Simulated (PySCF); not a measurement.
Ionisation energy of Ti(15+) by level of theory

Ti(15+) [He] 2s2 2p3 (4S) → Ti(16+) [He] 2s2 2p2 (3P), as a difference of total energies. Computed with PySCF 2.14 in an even-tempered Gaussian basis (17 s from 2.7 bohr⁻², ratio 2.5; 10 p from 3.5 bohr⁻², ratio 2.5; 5 d from 16 bohr⁻², ratio 2.7; 5 f from 24 bohr⁻², ratio 2.7), with scalar relativity by spin-free X2C-1e. Correlated levels: nothing frozen; virtual orbitals above 40 to 60 times the deepest correlated orbital energy dropped. The calculations carry no spin-orbit coupling.

```json
{"method": "UHF", "ionisation energy (eV)": "1047.6"}
{"method": "MP2 (all electrons)", "ionisation energy (eV)": "1047.9"}
{"method": "SCS-MP2 (all electrons)", "ionisation energy (eV)": "1047.5"}
{"method": "CCSD (all electrons)", "ionisation energy (eV)": "1047.2"}
{"method": "CCSD(T) (all electrons)", "ionisation energy (eV)": "1047.2"}
```

A first-order spin-orbit estimate (lowest level to lowest level, LS coupling) adds -4.503 eV.

For comparison: 1042.5 ± 0.8 eV (semi-empirical (NIST evaluation); NIST Atomic Spectra Database, ionization energies).
